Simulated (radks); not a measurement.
Problem. Au0.5-, 79.5 electrons, occupied as [Xe] 4f14 5d10 6s(up 1, down 0.5) (fractional occupations, a model configuration). Calculated with a radial shooting solver on a logarithmic mesh with Libxc functionals: scalar-relativistic Kohn-Sham, r2SCAN, spin-polarised, spherical densities, finite nucleus; meta-GGA in the generalised Kohn-Sham scheme; Fermi nuclear charge, rms radius 5.4371 fm. Some entries of the table are withheld. Estimate them.

orbital  occ.  eigenvalue (hartree)  r(max) (bohr)  <1/r> (bohr^-1)
1s up       1             -2970.803        0.01042            95.71
1s down     1             -2970.802        0.01042            95.71
2s down     1             -525.1047        0.06015            22.46
2s up       1             -525.1045        0.06015            22.46
2p down     3             -453.9207        0.04981            19.97
2p up       3             -453.9206        0.04981            19.97
3s up       1             -124.2375         0.1695            8.338
3s down     1             -124.2374         0.1695            8.338
3p up       3             -103.4975         0.1689            7.601
3p down     3             -103.4974         0.1689            7.601
3d down     5             -81.27763         0.1378            7.144
3d up       5             -81.27762         0.1378            7.144
4s up       1             -27.09418         0.3827            3.563
4s down     1             -27.09397         0.3827            3.563
4p up       3             -20.26404         0.4026            3.221
4p down     3             -20.26376         0.4026            3.221
4d up       5             -12.01508         0.4104            2.886
4d down     5             -12.01475         0.4103            2.886
5s down     1              -3.92267         0.8491            1.452
5s up       1              -3.92221         0.8490            1.453
4f up       7              -2.87535            (1)              (2)
4f down     7              -2.87504            (3)              (4)
5p down     3              -2.11703         0.9529            1.233
5p up       3              -2.11654         0.9528            1.233
5d up       5              -0.12495          1.214           0.8202
5d down     5              -0.11908          1.211           0.8272
6s up       1              -0.10404          2.362           0.4312
6s down   0.5              -0.08033          2.359           0.4273

Solution. 
(1) 4f up r(max) (bohr): 0.3766
(2) 4f up <1/r> (bohr^-1): 2.461
(3) 4f down r(max) (bohr): 0.3766
(4) 4f down <1/r> (bohr^-1): 2.461
